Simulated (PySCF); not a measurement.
Gas-phase reaction: Ge(OH)4 + 2 ClO + O2 = GeCl2 + 4 HO2

Computed with PySCF and rigid-rotor harmonic-oscillator thermochemistry at 1 bar. † marks an energy on the PBE0/def2-TZVP geometry and frequencies; other levels use their own. 6-31G* has spherical d functions here. Open shells (unrestricted): ClO (multiplicity 2, electronic degeneracy 4), O2 (multiplicity 3), HO2 (multiplicity 2); the rest are closed-shell singlets. Spin-orbit splitting is ignored; it lowers the true energy and changes the entropy of ClO. B3LYP is the form with VWN-RPA correlation. Ge: all electrons, no relativistic terms. Ge(OH)4: computed as isolated molecules; such fragments, hydroxides, amides, oligomers or adducts are transient or little studied in the gas. The harmonic model lacks anharmonicity and excited electronic states, which grow with temperature; levels with a mode under 35 cm⁻¹ are left out. Internal rotation in Ge(OH)4 is treated as a harmonic vibration of one conformer, which makes the entropy rough.

```
level               ΔE electronic, kJ  ΔH°(298 K), kJ  ΔS°(298 K), J/K  ΔG°(1000 K), kJ
------------------  -----------------  --------------  ---------------  ---------------
B3LYP/6-31G*                      515             508              201              323
B3LYP/def2-TZVP†                  611             604              199              421
BLYP/def2-TZVP†                   573             567              199              383
M06-2X/def2-TZVP†                 722             715              199              531
PBE/def2-SVP                      528             518              197              336
PBE0/def2-SVP†                    550             543              199              359
PBE0/def2-TZVP                    628             621              199              437
r2SCAN/def2-TZVP†                 660             653              199              470
ωB97X-V/def2-TZVP†                652             645              199              461
```
ΔH° is lowest at B3LYP/6-31G* and highest at M06-2X/def2-TZVP†. No reference value is set beside these.
